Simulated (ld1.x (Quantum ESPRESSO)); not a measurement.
# u(r) = r·R(r): atom against pseudo-atom (erbium (Er))

Columns: radius, all-electron u(r) and pseudo u(r) of the 6s shell (level -6.36 eV) of erbium in the configuration [Kr] 4d10 4f12 5s2 5p6 5d0 6s1.5 6p0; Wu–Cohen, scalar-relativistic, PAW scheme, ld1.x (Quantum ESPRESSO) 7.5.

| r (bohr) | all-electron | pseudo |
| --- | --- | --- |
| 0.194 | 0.0964 | 0.2924 |
| 0.388 | -0.1612 | 0.5236 |
| 0.582 | -0.0082 | 0.6497 |
| 0.776 | 0.1981 | 0.6555 |
| 0.970 | 0.2677 | 0.5555 |
| 1.164 | 0.2194 | 0.3859 |
| 1.358 | 0.1072 | 0.1900 |
| 1.552 | -0.0270 | 0.0040 |
| 1.746 | -0.1586 | -0.1522 |
| 1.940 | -0.2750 | -0.2752 |
| 2.134 | -0.3713 | -0.3714 |
| 2.328 | -0.4467 | -0.4467 |
| 2.522 | -0.5028 | -0.5028 |
| 2.716 | -0.5419 | -0.5419 |
| 2.910 | -0.5667 | -0.5667 |
| 3.104 | -0.5795 | -0.5795 |
| 3.298 | -0.5824 | -0.5824 |
| 3.492 | -0.5770 | -0.5770 |
| 3.686 | -0.5648 | -0.5648 |
| 3.880 | -0.5471 | -0.5471 |
| 4.074 | -0.5250 | -0.5250 |
| 4.268 | -0.4996 | -0.4996 |
| 4.462 | -0.4718 | -0.4718 |
| 4.656 | -0.4426 | -0.4426 |
| 4.850 | -0.4129 | -0.4129 |
| 5.044 | -0.3833 | -0.3833 |

(1) How many radial nodes do the two functions have?

(2) At about which radius was the pseudo-wave matched?

(3) Is the pseudo-wave norm-conserving?

Results:

(1) The all-electron 6s function has n − l − 1 = 5 (the table is too coarse to show those close to the nucleus); the pseudo-wave has 1, since 1 lower shell of the same l stays in the valence.

(2) 2.25 bohr. The columns agree to 0.0005 from 1.94 bohr on; several derivatives are matched, so the curves merge somewhat inside the radius.

(3) No, it belongs to a PAW set: the norm inside the radius is not constrained, and the difference is carried by the augmentation charge.
